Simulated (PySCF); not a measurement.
PySCF job for Al(Br)(OMe)(NH2) (CH5AlBrNO), SMILES C[O][Al]([NH2])[Br], PBE-D3(BJ)/def2-SVP. The structure is a stationary point at PBE-D3(BJ)/def2-SVP. The structure was generated by enumeration; whether it is a known compound was not checked. One conformer was computed; it need not be the lowest.

```python
import numpy as np
from pyscf import gto, scf, dft, df
from pyscf.hessian import thermo

mol = gto.M(
    atom='''
    Al   -0.66473108   -0.55129936   -0.00000000
    Br    0.42202401    1.44203918    0.00000000
    O     0.20896183   -2.01575285   -0.00000000
    C     1.56394582   -2.37968902    0.00000000
    H     1.80347768   -2.99499768    0.89682199
    H     2.25222698   -1.50263828    0.00000000
    H     1.80347768   -2.99499768   -0.89682199
    N    -2.43183936   -0.59739470   -0.00000000
    H    -3.03260205    0.22802335   -0.00000000
    H    -2.98841088   -1.45394969   -0.00000000
    ''',
    basis='def2-SVP',
    charge=0,
    spin=0,
    max_memory=1600,
    verbose=3,
)
mf = dft.RKS(mol, xc='pbe').density_fit(auxbasis='def2-universal-jkfit')
mf.disp = 'd3bj'
mf.grids.level = 3
mf.conv_tol = 1e-11
mf.max_cycle = 100
mf.kernel()

# [left out here: the lines that compute and print the analytic Hessian (its translational invariance restored by hand, since the grid's response is missing), thermochemistry and intensities]
```

It prints:

```
converged SCF energy = -2986.5845033647

WARN: DFTD3 does not support analytical Hessian, using finite difference


WARN: Mole.unit (angstrom) is changed to Bohr

Mode                                 0                   1                   2
Irrep
Freq [cm^-1]                       76.1333             81.5001             83.8127
Reduced mass [au]                   3.7468              2.5157              1.1767
Force const [Dyne/A]                0.0128              0.0098              0.0049
Char temp [K]                     109.5388            117.2605            120.5878
Normal mode                   x     y     z       x     y     z       x     y     z
       0  Al                -0.05 -0.00  0.00    0.00 -0.00  0.04    0.00 -0.00 -0.02
       1  Br                 0.02 -0.04  0.00   -0.00  0.00  0.00   -0.00  0.00  0.01
       2   O                -0.02  0.01  0.00    0.00 -0.00  0.14    0.00 -0.00 -0.08
       3   C                 0.04  0.19 -0.00   -0.00 -0.00 -0.11   -0.00 -0.00  0.04
       4   H                 0.12  0.22  0.00    0.21  0.15 -0.07    0.06  0.45  0.34
       5   H                -0.08  0.28 -0.00    0.00 -0.00 -0.43    0.00 -0.00 -0.44
       6   H                 0.12  0.22 -0.00   -0.21 -0.15 -0.07   -0.06 -0.45  0.34
       7   N                -0.05  0.01 -0.00    0.00 -0.00 -0.09    0.00 -0.00  0.03
       8   H                -0.05  0.02 -0.00    0.00 -0.00 -0.11    0.00 -0.00  0.05
       9   H                -0.06  0.02 -0.00    0.00 -0.00 -0.10    0.00 -0.00  0.02
Mode                                 3                   4                   5
Irrep
Freq [cm^-1]                      152.7042            220.6025            238.3063
Reduced mass [au]                   3.2853             15.7084              6.5826
Force const [Dyne/A]                0.0451              0.4504              0.2203
Char temp [K]                     219.7074            317.3978            342.8697
Normal mode                   x     y     z       x     y     z       x     y     z
       0  Al                 0.04 -0.04 -0.00    0.00 -0.00 -0.16    0.05 -0.03  0.00
       1  Br                -0.03 -0.02  0.00    0.00  0.00  0.02    0.00  0.03 -0.00
       2   O                 0.03 -0.05 -0.00   -0.00 -0.00  0.10   -0.12 -0.15 -0.00
       3   C                 0.05  0.00  0.00   -0.00  0.00  0.00   -0.05  0.06  0.00
       4   H                 0.07  0.01  0.00    0.06 -0.01 -0.02    0.05  0.10  0.00
       5   H                 0.02  0.03  0.00   -0.00  0.00 -0.03   -0.19  0.17  0.00
       6   H                 0.07  0.01 -0.00   -0.06  0.01 -0.02    0.05  0.10 -0.00
       7   N                 0.03  0.18  0.00    0.00 -0.00  0.09    0.06 -0.02 -0.00
       8   H                 0.21  0.31 -0.00    0.00 -0.00  0.00    0.03 -0.05  0.00
       9   H                -0.15  0.30  0.00    0.00 -0.00  0.11    0.09 -0.05 -0.00
Mode                                 6                   7                   8
Irrep
Freq [cm^-1]                      325.8821            336.0510            366.4117
Reduced mass [au]                   1.1766              1.0182              9.4128
Force const [Dyne/A]                0.0736              0.0677              0.7446
Char temp [K]                     468.8718            483.5025            527.1848
Normal mode                   x     y     z       x     y     z       x     y     z
       0  Al                 0.00  0.00 -0.01    0.00  0.00 -0.01   -0.08 -0.10 -0.00
       1  Br                -0.00 -0.00  0.00   -0.00 -0.00 -0.00    0.03  0.05 -0.00
       2   O                 0.00  0.00  0.01    0.00  0.00  0.02    0.04 -0.05  0.00
       3   C                -0.00  0.00  0.00   -0.00  0.00  0.01    0.05 -0.03  0.00
       4   H                 0.00  0.00  0.01   -0.00 -0.00  0.01    0.06 -0.03  0.00
       5   H                 0.00 -0.00  0.00    0.00  0.00  0.01    0.03 -0.02  0.00
       6   H                -0.00 -0.00  0.01    0.00  0.00  0.01    0.06 -0.03 -0.00
       7   N                 0.00  0.00 -0.10    0.00  0.00  0.01   -0.10 -0.01 -0.00
       8   H                -0.00 -0.00  0.68   -0.00 -0.00  0.67    0.01  0.07  0.00
       9   H                 0.00 -0.00  0.61    0.00  0.00 -0.73   -0.22  0.06 -0.00
Mode                                 9                  10                  11
Irrep
Freq [cm^-1]                      617.8034            718.2494            866.8300
Reduced mass [au]                   1.6133              3.8577              6.9494
Force const [Dyne/A]                0.3628              1.1726              3.0765
Char temp [K]                     888.8815           1033.4010           1247.1754
Normal mode                   x     y     z       x     y     z       x     y     z
       0  Al                 0.01 -0.03 -0.00   -0.01 -0.12  0.00    0.13 -0.03 -0.00
       1  Br                 0.00  0.00  0.00    0.00  0.01  0.00   -0.00 -0.00  0.00
       2   O                -0.01  0.07  0.00    0.01  0.09 -0.00    0.01  0.03  0.00
       3   C                -0.08  0.04  0.00   -0.08  0.04 -0.00   -0.05  0.03  0.00
       4   H                -0.10  0.02 -0.00   -0.13  0.02 -0.00   -0.08  0.02 -0.00
       5   H                -0.04  0.01  0.00   -0.03  0.00 -0.00   -0.03  0.01  0.00
       6   H                -0.10  0.02  0.00   -0.13  0.02  0.00   -0.08  0.02  0.00
       7   N                 0.05 -0.10 -0.00    0.07  0.06  0.00   -0.16  0.00  0.00
       8   H                 0.52  0.25  0.00   -0.17 -0.13 -0.00   -0.22 -0.03  0.00
       9   H                -0.43  0.22 -0.00    0.35 -0.12 -0.00   -0.18  0.00  0.00
Mode                                12                  13                  14
Irrep
Freq [cm^-1]                     1142.0108           1147.7289           1205.9602
Reduced mass [au]                   1.4734              1.2849              5.8542
Force const [Dyne/A]                1.1322              0.9973              5.0163
Char temp [K]                    1643.0993           1651.3263           1735.1083
Normal mode                   x     y     z       x     y     z       x     y     z
       0  Al                 0.01 -0.01 -0.00    0.00 -0.00  0.00   -0.02  0.03 -0.00
       1  Br                 0.00 -0.00  0.00    0.00 -0.00 -0.00    0.00  0.00  0.00
       2   O                -0.08 -0.02 -0.00   -0.00 -0.00  0.05    0.15 -0.10  0.00
       3   C                 0.10  0.09  0.00    0.00  0.00 -0.13   -0.14  0.09 -0.00
       4   H                -0.33 -0.15 -0.07   -0.50  0.23  0.16   -0.18 -0.05 -0.07
       5   H                 0.56 -0.26 -0.00    0.00 -0.00  0.30    0.14 -0.11  0.00
       6   H                -0.33 -0.15  0.07    0.50 -0.23  0.16   -0.18 -0.05  0.07
       7   N                 0.00 -0.00  0.00   -0.00 -0.00 -0.00    0.00  0.00  0.00
       8   H                -0.00 -0.00  0.00   -0.00 -0.00 -0.01    0.01  0.00 -0.00
       9   H                -0.01  0.00 -0.00   -0.00  0.00  0.00    0.02 -0.00 -0.00
Mode                                15                  16                  17
Irrep
Freq [cm^-1]                     1422.1141           1426.5465           1431.9316
Reduced mass [au]                   1.0396              1.0395              1.1327
Force const [Dyne/A]                1.2388              1.2464              1.3684
Char temp [K]                    2046.1056           2052.4829           2060.2307
Normal mode                   x     y     z       x     y     z       x     y     z
       0  Al                -0.00  0.00 -0.00   -0.00  0.00  0.00    0.00 -0.01 -0.00
       1  Br                -0.00 -0.00 -0.00    0.00 -0.00 -0.00    0.00  0.00 -0.00
       2   O                 0.00 -0.00 -0.01    0.00 -0.01  0.00   -0.03  0.02 -0.00
       3   C                 0.00 -0.00 -0.05   -0.01 -0.05  0.00   -0.09  0.02 -0.00
       4   H                 0.41  0.26  0.05   -0.09  0.51  0.38    0.49 -0.00 -0.15
       5   H                 0.00 -0.00  0.69    0.28 -0.24 -0.00    0.45 -0.37  0.00
       6   H                -0.41 -0.26  0.05   -0.09  0.51 -0.38    0.49 -0.00  0.15
       7   N                 0.00  0.00  0.00    0.00  0.00 -0.00    0.00  0.00  0.00
       8   H                 0.00  0.00  0.00   -0.00 -0.00 -0.00   -0.02 -0.01 -0.00
       9   H                 0.00 -0.00 -0.00   -0.00  0.00  0.00   -0.01  0.01 -0.00
Mode                                18                  19                  20
Irrep
Freq [cm^-1]                     1463.5326           2911.9688           2988.5233
Reduced mass [au]                   1.1214              1.0319              1.1050
Force const [Dyne/A]                1.4152              5.1552              5.8149
Char temp [K]                    2105.6976           4189.6747           4299.8196
Normal mode                   x     y     z       x     y     z       x     y     z
       0  Al                 0.01 -0.00 -0.00    0.00 -0.00  0.00    0.00 -0.00  0.00
       1  Br                -0.00 -0.00 -0.00    0.00  0.00 -0.00   -0.00 -0.00 -0.00
       2   O                -0.00  0.00  0.00   -0.00  0.00  0.00   -0.00 -0.00 -0.00
       3   C                -0.00  0.00  0.00   -0.05  0.00 -0.00    0.02  0.09  0.00
       4   H                 0.01  0.00 -0.00    0.10 -0.29  0.42    0.09 -0.23  0.38
       5   H                 0.01 -0.01 -0.00    0.39  0.53  0.00   -0.42 -0.56  0.00
       6   H                 0.01  0.00  0.00    0.10 -0.29 -0.42    0.09 -0.23 -0.38
       7   N                -0.09 -0.00 -0.00   -0.00  0.00  0.00   -0.00  0.00 -0.00
       8   H                 0.52  0.42  0.00   -0.00  0.00 -0.00   -0.00  0.00 -0.00
       9   H                 0.54 -0.39 -0.00   -0.00 -0.00 -0.00   -0.00 -0.00 -0.00
Mode                                21                  22                  23
Irrep
Freq [cm^-1]                     2994.4888           3517.6216           3613.0569
Reduced mass [au]                   1.1055              1.0508              1.0953
Force const [Dyne/A]                5.8406              7.6606              8.4241
Char temp [K]                    4308.4027           5061.0743           5198.3845
Normal mode                   x     y     z       x     y     z       x     y     z
       0  Al                -0.00  0.00 -0.00    0.00 -0.00  0.00    0.00  0.00 -0.00
       1  Br                 0.00 -0.00  0.00    0.00  0.00 -0.00   -0.00 -0.00  0.00
       2   O                -0.00 -0.00  0.00    0.00 -0.00 -0.00    0.00 -0.00  0.00
       3   C                 0.00  0.00 -0.09   -0.00  0.00  0.00    0.00 -0.00 -0.00
       4   H                 0.13 -0.38  0.54    0.00 -0.00  0.00   -0.00  0.00 -0.00
       5   H                -0.00 -0.00 -0.02    0.00  0.00  0.00   -0.00  0.00 -0.00
       6   H                -0.13  0.38  0.54    0.00 -0.00 -0.00   -0.00  0.00  0.00
       7   N                -0.00 -0.00  0.00   -0.06 -0.01  0.00   -0.00  0.08 -0.00
       8   H                 0.00 -0.00 -0.00    0.37 -0.54 -0.00    0.42 -0.56  0.00
       9   H                 0.00  0.00 -0.00    0.38  0.61 -0.00   -0.36 -0.53  0.00
temperature 298.1500 [K]
pressure 101325.00 [Pa]
Rotational constants [GHz] 2.99164 1.50900 1.00955
Symmetry number 1
Zero-point energy (ZPE) 0.06686 [Eh]   175550.615 [J/mol]
                           tot       elec      trans        rot        vib
Entropy [J/mol/K]       386.505      0.000    171.560    119.857     95.088
Cv [J/mol/K]            106.727      0.000     12.472     12.472     81.784
Cp [J/mol/K]            115.042      0.000     20.786     12.472     81.784
Internal energy [J/mol]                      3718.434   3718.434 189988.762
Internal energy [Eh]   -2986.50931  -2986.58450
Enthalpy [J/mol]                             6197.391   3718.434 189988.762
Enthalpy [Eh]          -2986.50836
Gibbs free energy [J/mol]                  -44953.366 -32016.810 161638.270
Gibbs free energy [Eh] -2986.55225
mode   freq/cm-1   IR/(km/mol)
   1       76.13         3.759
   2       81.50         2.336
   3       83.81         0.695
   4      152.70         0.750
   5      220.60        45.566
   6      238.31        13.441
   7      325.88       139.803
   8      336.05         2.133
   9      366.41        29.303
  10      617.80        10.188
  11      718.25       196.356
  12      866.83        74.480
  13     1142.01        50.151
  14     1147.73         0.021
  15     1205.96       291.590
  16     1422.11         0.859
  17     1426.55         1.959
  18     1431.93        15.191
  19     1463.53        44.774
  20     2911.97       106.170
  21     2988.52        41.863
  22     2994.49        39.740
  23     3517.62        39.923
  24     3613.06        34.385
max |gradient| / (hartree/bohr): 5.690857208402458e-05
APT charges: [ 1.4848 -0.4917 -0.9817  0.6089 -0.0689 -0.0476 -0.0689 -0.8022  0.1848
  0.1825]
```

The calculation finished and met its thresholds.

Cost: very roughly 100 core-seconds.
